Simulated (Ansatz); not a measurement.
Breaking the B1–Cl2 bond in BCl (multiplicity 1 held). Energies count from the point at 1.722 Å.


Signs of static correlation in cc-pV(T+d)Z, with CASSCF(10,8), from Ansatz (a first-principles code) runs.

```csv
R (Å),T1 of restricted CCSD,⟨S²⟩ of UHF,largest double amplitude of restricted CCSD,weight of the CASSCF reference in MRCISD,CASSCF natural occupations
1.377,0.012,0.000,0.090,0.919,2.00 2.00 1.98 1.98 1.97 0.03 0.03 0.02
1.549,0.014,0.110,0.099,0.921,2.00 1.99 1.99 1.98 1.90 0.06 0.06 0.02
1.722,0.016,0.176,0.103,0.921,2.00 1.99 1.99 1.98 1.88 0.07 0.07 0.02
1.894,0.018,0.191,0.098,0.920,2.00 1.99 1.99 1.98 1.87 0.07 0.07 0.03
2.066,0.020,0.176,0.084,0.919,2.00 1.99 1.99 1.97 1.87 0.07 0.07 0.04
2.324,0.022,0.127,0.089,0.919,2.00 1.99 1.99 1.95 1.86 0.07 0.07 0.06
2.582,0.026,(withheld),0.114,0.918,2.00 1.99 1.99 1.94 1.86 0.08 0.07 0.07
3.013,0.039,0.737,0.150,0.916,2.00 1.99 1.99 1.90 1.84 0.15 0.07 0.07
3.443,0.065,0.940,(withheld),0.916,2.00 1.99 1.99 1.88 1.70 0.31 0.07 0.07
3.960,0.122,1.002,0.390,0.917,2.00 2.00 2.00 1.89 1.38 0.62 0.06 0.06
4.648,0.219,1.017,0.843,0.918,2.00 2.00 2.00 1.89 1.14 0.86 0.06 0.06
5.509,0.288,1.020,1.329,0.918,2.00 2.00 2.00 1.89 1.04 0.96 0.06 0.06
6.886,0.295,1.020,1.479,0.918,2.00 2.00 2.00 1.89 1.00 1.00 0.06 0.06
```

Problem. Some entries are withheld; supply them.

Solution. 
- 2.582, ⟨S²⟩ of UHF: 0.073
- 3.443, largest double amplitude of restricted CCSD: 0.215

Doubts at one or more of the structures used: a restricted determinant that unrestricted orbitals would lower (R-CCSD(T)/cc-pV(T+d)Z); T1 above 0.05 (R-CCSD(T)/cc-pV(T+d)Z, U-CCSD(T)/cc-pV(T+d)Z); other coupled-cluster roots lie near (R-CCSD(T)/cc-pV(T+d)Z); a spin-contaminated determinant (U-CCSD(T)/cc-pV(T+d)Z); the program's own flag: other amplitudes (U-CCSD(T)/cc-pV(T+d)Z).
